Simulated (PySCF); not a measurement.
C7H14SSi.
SMILES with atom numbers: `[SiH3:1][S:2][C@@H:3]1[CH2:4][C:5]12[CH2:6][CH2:7][CH2:8][CH2:9]2` (hydrogens: H10, H11, H12 on Si1; H13 on C3; H14, H15 on C4; H16, H17 on C6; H18, H19 on C7; H20, H21 on C8; H22, H23 on C9)

Computed, not measured: PySCF, TDDFT wB97X-D/def2-SVPD, vertical, gas phase, core orbitals frozen in the response. Geometry: PBE0-D3(BJ)/def2-SVP, one conformer, isolated molecule.

| state | E (eV) | ν̃ (cm⁻¹) | f | main configurations (H = HOMO, L = LUMO) |
| --- | --- | --- | --- | --- |
| S1 | 5.78 | 46580 | 0.0053 | H→L (63%), H→L+2 (14%) |
| S2 | 6.27 | 50550 | 0.015 | H→L+1 (63%), H→L (15%), H→L+2 (12%) |
| S3 | 7.03 | 56700 | 0.011 | H→L+3 (29%), H→L+2 (22%), H→L+1 (17%) |
| S4 | 7.06 | 56920 | 0.0018 | H→L+3 (37%), H→L+4 (15%), H→L+2 (9%) |
| S5 | 7.22 | 58230 | 0.0095 | H-1→L (27%), H→L+7 (13%), H→L+2 (8%) |
| S6 | 7.48 | 60370 | 0.019 | H→L+5 (46%), H-1→L+1 (14%), H→L+7 (10%) |
| S7 | 7.53 | 60710 | 0.054 | H→L+6 (21%), H→L+5 (16%), H→L+4 (13%) |
| S8 | 7.63 | 61550 | 0.129 | H-1→L+1 (31%), H-1→L (22%), H→L+6 (19%) |
| S9 | 7.74 | 62400 | 0.029 | H→L+4 (27%), H→L+7 (24%), H-1→L+1 (11%) |
| S10 | 7.89 | 63610 | 0.043 | H→L+2 (14%), H→L+8 (12%), H→L+3 (11%) |

Triplets, Tamm–Dancoff:

```
state  E (eV)  λ (nm)  main configurations (H = HOMO, L = LUMO)
   T1    5.45   227.4                    H→L (55%), H→L+2 (16%)
   T2    5.89   210.4       H→L+1 (40%), H→L (23%), H→L+2 (17%)
   T3    6.62   187.2                H-1→L (42%), H-1→L+2 (16%)
   T4    6.80   182.2     H→L+1 (28%), H→L+6 (18%), H→L+2 (16%)
```

The lowest singlet comes at 215 nm (557 kJ/mol) in the ultraviolet; it is weak; its leading configuration is HOMO→LUMO (63%). The strongest level in the table is S8 at 7.63 eV (162 nm, f = 0.129). Löwdin shares by element: HOMO sulfur 58%, carbon 19% or more, silicon 8% (atoms not listed hold the other 15%); LUMO silicon 33%, sulfur 28%, hydrogen 23% or more (atoms not listed hold the other 17%). Orbital energies (eV): HOMO-3 -10.86, HOMO-2 -10.13, HOMO-1 -9.69, HOMO -8.63, LUMO 1.75, LUMO+1 2.03, LUMO+2 2.35. The oscillator strengths of these states sum to 0.317; summed over the whole spectrum of an exact calculation they would give the number of electrons, 86 (Thomas–Reiche–Kuhn). Weighted by f, the mean energy of these states is 7.52 eV. The vertical ionisation energy (ΔSCF) is 8.73 eV, 0.84 eV above S10. Singlets were solved by full linear response, triplets in the Tamm–Dancoff approximation.

Time: 6.0 min; peak memory 1.6 GiB. Hardware: one thread of an Arm Neoverse V1, shared host with 64 logical CPUs at a one-minute load of 20.

Without π bonds the low states are Rydberg-like; a valence basis with one diffuse set may place them up to an eV too high.
